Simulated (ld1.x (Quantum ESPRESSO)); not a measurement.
# Configuration tests for La (Z = 57) (TM)

```json
{"Element": "La (Z = 57)", "Generator": "ld1.x (Quantum ESPRESSO) 7.5", "Type": "norm-conserving Troullier–Martins (Kleinman–Bylander form)", "Functional": "PBEsol", "Relativity": "fully relativistic", "Frozen core": "[Kr] 4d10", "Valence charge": "11", "Reference configuration": "4f0 5s2 5p6 5d1 6s2 6p0", "Partial waves": "5p (bound): rc 2.55 bohr; 5d (bound): rc 4.05 bohr; 4f (bound, empty): rc 1.15 bohr; 5s (bound): rc 1.55 bohr", "Local potential": "the s channel", "Core correction": "none"}
```

Open shells are filled in proportion to 2j + 1 (rel_dist='average').

Occupied shells without a wave of their own: 6s. They enter only through the test configuration that unscreens the potential.

Energies are relative to the spin-unpolarised reference configuration 4f0 5s2 5p6 5d1 6s2 6p0; without spin polarisation the order of configurations can differ from experiment.

```json
{"valence configuration": "4f0 5s2 5p6 5d1 6s1 6p0", "charge": "+1", "ΔE all-electron (eV)": "5.999", "error AE − PS (meV)": "-58"}
{"valence configuration": "4f0 5s2 5p6 5d1 6s0 6p0", "charge": "+2", "ΔE all-electron (eV)": "16.845", "error AE − PS (meV)": "-158"}
{"valence configuration": "4f0 5s2 5p6 5d0 6s0 6p0", "charge": "+3", "ΔE all-electron (eV)": "35.741", "error AE − PS (meV)": "-188"}
{"valence configuration": "4f0 5s2 5p6 5d2 6s1 6p0", "charge": "0", "ΔE all-electron (eV)": "0.811", "error AE − PS (meV)": "-32"}
{"valence configuration": "4f0 5s2 5p5 5d1 6s2 6p0", "charge": "+1", "ΔE all-electron (eV)": "27.059", "error AE − PS (meV)": "-17"}
{"valence configuration": "4f1 5s2 5p6 5d1 6s0 6p0", "charge": "+1", "ΔE all-electron (eV)": "6.935", "error AE − PS (meV)": "+358"}
```

Task: What are ΔE and the potential's error for 4f0 5s2 5p6 5d1 6s1.5 6p0?

Result: ΔE = 2.415 eV all-electron; the error (AE − PS) is -25 meV.

ld1.x printed “convergence not achieved” for 7 of the counted tests; their residual had stalled under 1e-8, short of the target of 1e-14. The 6s level has no wave, so the channel is fitted at the deeper level alone: the likely source of the large errors.

A Bessel basis up to 400 Ry misses an occupied level by 0.32 Ry, so cutoffs and ghosts were not judged.
